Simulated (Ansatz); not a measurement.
Job for Ansatz (a quantum-chemistry and plane-wave program): U-PBE/def2-TZVPP on NbC, 2S+1 = 4, a spin state set in the input, which need not be the lowest, a point of a bond scan (R = 1.745 Å). Elements past Kr take the def2 small-core potentials; no spin–orbit coupling.

Ansatz 0.2 input:
```yaml
crystal:
  periodic: [false, false, false]
  atoms:
    - {symbol: Nb, position_ang: [0.00000000, 0.00000000, 0.00000000]}
    - {symbol: C, position_ang: [0.00000000, 0.00000000, 1.74515800]}
basis:
  gaussian:
    orbitals: def2-TZVPP
    pivot_positions_ang: [[0.00000000, 0.00000000, 0.00000000], [0.00000000, 0.00000000, 1.74515800]]
hamiltonian:
  xc: {name: PBE}
magnetization: {spin_polarized: true, initial_magnetization: 3}
output: {forces: true, orbitals: {seedname: ./end}}
```

The head of its log:

```
WARN ansatz: RAYON_NUM_THREADS=1 ignored (pool sized by the plan → 1); use --threads N
Functional definition: PBE
integrals: 0.02 GiB planned
509 factors; their error is unknown
mean field: 0.23 GiB planned
mean field evaluation 1: about -2569.4565 eV, gradient 4.6e1 eV
mean field evaluation 2: about -2464.0612 eV, gradient 1.2e2 eV
```

Q: What total energy does the run end on?

A: -94.8401 hartree.
